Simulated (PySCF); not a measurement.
PySCF input file for C5H8Si, SMILES C#C[C@@H]1C[C@@H]1[SiH3], PBE0/pcSseg-1. Geometry optimised at ωB97X-D3(BJ)/def2-SVP. The structure was generated by enumeration; whether it is a known compound was not checked.

```python
import numpy as np
from pyscf import gto, scf, dft
from pyscf.prop.nmr import rks as nmr

mol = gto.M(
    atom='''
    C     1.82918920    1.78981917    0.42521626
    C     1.44343167    0.64337997    0.44824996
    C     0.95308590   -0.72279406    0.47736858
    C     0.55886204   -1.41483438   -0.80126041
    C    -0.51210523   -1.00259029    0.17606045
    Si   -1.69094772    0.40054355   -0.22414310
    H     2.17502445    2.80823994    0.40380257
    H     1.41466825   -1.34752206    1.24935945
    H     0.80087535   -2.47765115   -0.89051038
    H     0.65967958   -0.84365608   -1.72925564
    H    -0.94305866   -1.81494626    0.77271746
    H    -1.13119735    1.24088744   -1.32001818
    H    -1.94629929    1.24725698    0.97716514
    H    -2.99120598   -0.17810104   -0.67906627
    ''',
    basis='pcSseg-1',
    charge=0,
    spin=0,
    max_memory=1600,
    verbose=3,
)
mf = dft.RKS(mol, xc='pbe0')
mf.grids.level = 3
mf.conv_tol = 1e-10
mf.max_cycle = 100
mf.kernel()
n = nmr.NMR(mf)
n.verbose = 2
n.max_cycle_cphf = 60
sigma = n.kernel()
print('atom   isotropic/ppm   span/ppm')
for i, s in enumerate(sigma):
    w = np.linalg.eigvalsh((s + s.T) / 2)
    print(f'{mol.atom_symbol(i):2s}{i + 1:3d} {w.mean():14.3f} {w[2] - w[0]:11.3f}')
```

Program output:

```
converged SCF energy = -484.33152067139
atom   isotropic/ppm   span/ppm
C   1        112.404     227.712
C   2         96.130     298.008
C   3        177.529      72.038
C   4        168.037      59.377
C   5        184.340      65.184
Si  6        410.829      91.207
H   7         29.531      16.247
H   8         29.763      17.867
H   9         30.226      15.480
H  10         30.650      12.716
H  11         31.336      17.898
H  12         27.619       8.202
H  13         27.095       8.873
H  14         27.181       8.722
```

The calculation finished and met its thresholds.

Cost: around 40 core-seconds (rough).
